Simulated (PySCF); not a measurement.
Vertical excitations of a molecule CH11NSi3 from TDDFT-CAM-B3LYP/def2-SVPD (PySCF), as energy in eV (oscillator strength): 5.80 (0.008), 6.63 (0.007), 6.70 (0.020), 7.11 (0.177), 7.29 (0.071), 7.35 (0.123), 7.39 (0.029), 7.74 (0.070), 7.82 (0.031), 7.99 (0.012). Lowest triplet (TDA): 5.35 eV. The structure is a stationary point at PBE0-D3(BJ)/def2-SVP. Other conformers were not sampled.

**Question.** Identify the compound among the candidates.
A. N[Si@@H]([SiH3])C[SiH3]
B. C[SiH2]N[SiH2][SiH3]
C. NC([SiH3])([SiH3])[SiH3]
D. N[SiH2]C[SiH2][SiH3]

**Answer.** B, C[SiH2]N[SiH2][SiH3]
